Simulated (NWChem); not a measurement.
# TiCl$_{3}$F; SMILES [F][Ti]([Cl])([Cl])[Cl]

```xyz
5

Ti     0.0000     0.0000     0.2529
F      0.0000     0.0000     1.9682
Cl     0.6684    -1.9280    -0.4564
Cl     1.3355     1.5429    -0.4564
Cl    -2.0039     0.3851    -0.4564
```
Atoms are numbered in this order, from 1.

All runs: NWChem. The geometry was optimised at PBE0/def2-SVP.

**Question.** Estimate the computed values for B97-D/def2-SVP. Quantities: highest occupied level (eV); orbital gap (eV); dipole (D).

**Answer.** 
| Item | Value |
|---|---|
| highest occupied level (eV) | -8.12 |
| orbital gap (eV) | 3.65 |
| dipole (D) | 0.07 |
